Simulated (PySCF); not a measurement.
**Optical rotation: `InChI=1S/C4H2Cl2O/c5-2-1-4(6)3-7/h2-3H`**

Geometry (Å), atoms numbered from 1 in this order:
```xyz
9

O    -1.4087    1.6713   -0.7552
C    -1.6932    0.6667   -0.1682
C    -0.6868   -0.3525    0.2749
Cl   -1.3581   -1.7543    1.0501
C     0.6049   -0.1997    0.0922
C     1.8780   -0.0107   -0.1245
Cl    2.9256    0.7789    0.9946
H    -2.7426    0.3934    0.1028
H     2.3684   -0.3482   -1.0438
```

Method: PySCF, TDDFT CAM-B3LYP/def2-TZVPD circular dichroism and optical rotation, one conformer, gas phase. Geometry: PBE0-D3(BJ)/def2-SVP.

No stereocentre is labelled: unless the shape is locked (an allene, a helicene, a hindered biaryl), the mirror image is equally populated and a measured rotation or CD is zero.

(1) What is the specific rotation at 633, 589.3, 546, 436, 405, 365 nm?

## Answers

(1) [α] in deg dm⁻¹ (g/mL)⁻¹:
| λ (nm) | origin-invariant length gauge | modified velocity gauge | length gauge (centre of mass) | isotropic polarisability (au) |
| --- | --- | --- | --- | --- |
| 633 | +1.9 | -3.7 | +3.7 | 91.0 |
| 589.3 | +3.1 | -3.9 | +5.2 | 91.6 |
| 546 | +4.9 | -4.0 | +7.4 | 92.5 |
| 436 | +18.2 | -3.8 | +22.9 | 96.1 |
| 405 | +27.5 | -6.5 | +33.3 | 97.9 |
| 365 | +42.2 | -45.1 | +50.7 | 101.3 |

The shortest wavelength is close to the first absorption, where this undamped response comes out too large.

Where the gauges differ in sign the basis doesn't settle the rotation.

The first excitation lies at 3.74 eV (331 nm) with R = -0.5 × 10⁻⁴⁰ esu² cm² (velocity form).
